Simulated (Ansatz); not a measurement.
Born–Oppenheimer molecular dynamics of BH3Sb (5 atoms, charge 0, multiplicity 2). It starts from a relaxed structure.

Computed with UHF/def2-SVP (Ansatz).

```yaml
ensemble: NVT, Nosé–Hoover chain
time_step: 1 fs
steps_asked: 150
set_temperature: 1000 K
thermostat: time constant 300 fs, chain length 3
seed: 834118
```

First frame:

```xyz
5
Properties=species:S:1:pos:R:3
B -0.093 -0.583 0.493
Sb 0.740 0.404 -1.354
H -0.828 -0.008 1.242
H 0.215 -1.717 0.722
H -0.033 1.904 -1.103
```

(1) How far do the bonds stretch over the last three quarters of this one trajectory? (Pairs bonded in most of those frames.)

Results:

(1) 
| bond | mean (Å) | spread (Å) | shortest | longest |
| --- | --- | --- | --- | --- |
| B1–Sb2 | 2.264 | 0.016 | 2.24 | 2.30 |
| B1–H3 | 1.204 | 0.029 | 1.14 | 1.26 |
| B1–H4 | 1.203 | 0.047 | 1.13 | 1.28 |
| Sb2–H5 | 1.723 | 0.064 | 1.62 | 1.82 |

Mean temperature of the second half: 534 K. The conserved energy stayed within 1.7 meV per atom of its start (net change 0.49 meV per atom), so the integration is sound. The mean temperature of the second half is 47 % below the set value. A run of 0.15 ps of so small a system gives no equilibrium averages.

Time of the run: 8.5 min on 1 thread of Intel(R) Xeon(R) Processor @ 2.50GHz (Skylake/Cascade Lake), with other jobs on the host, peak memory 0.12 GiB.
